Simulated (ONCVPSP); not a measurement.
# Ge (Z = 32): excitation energies, all-electron against ONCV

ONCVPSP 4.0.1 input, shortened (lines: element, Z, core and valence counts, functional; n l f; lmax; l rc ep ncon nbas qcut; lloc lpopt rc5 dvloc0; l nproj debl; icmod fcfact rcfact), LDA (Perdew-Zunger), fully relativistic:

```
  Ge 32.00    5    2        3      upf
    1    0    2.00
    2    0    2.00
    2    1    6.00
    3    0    2.00
    3    1    6.00
    3    2   10.00
    4    0    2.00
    2
    0    1.65    0.00    4    8    4.50
    1    1.70    0.06    3    6    5.80
    2    0.95    0.00    5   10   16.80
    4    5    0.70    0.00
    0    2    0.50
    1    2    1.90
    2    1    2.30
    3    4.75    1.15
```

Open shells are filled in proportion to 2j + 1.

In the s channel the program set the typed energies aside and used -1.089, 0.250 Ha. In the p channel the program set the typed energies aside and used 0.050, 1.950 Ha (j = l + 1/2; the other j can differ).

Energies are relative to the spin-unpolarised reference configuration 3d10 4s2; without spin polarisation the order of configurations can differ from experiment.

Problem. Give the all-electron excitation energy and the error of the potential for: 3d10 4s2 4p2; 3d10 4s2 4p1; 3d10 4s1; 3d10 4s0.

Solution.

```json
{"valence configuration": "3d10 4s2 4p2", "charge": "0", "ΔE all-electron (eV)": "-23.358", "error AE − PS (meV)": "+31"}
{"valence configuration": "3d10 4s2 4p1", "charge": "+1", "ΔE all-electron (eV)": "-15.719", "error AE − PS (meV)": "+17"}
{"valence configuration": "3d10 4s1", "charge": "+3", "ΔE all-electron (eV)": "35.218", "error AE − PS (meV)": "+7.5"}
{"valence configuration": "3d10 4s0", "charge": "+4", "ΔE all-electron (eV)": "81.872", "error AE − PS (meV)": "+52"}
```

Note: ghosts flagged at negative energy: s at -261.3 eV; GHOST(+) flagged for p1/2 at 32.9 eV, p3/2 at 36.8 eV. A true bound ghost makes a file unfit for plane-wave use.
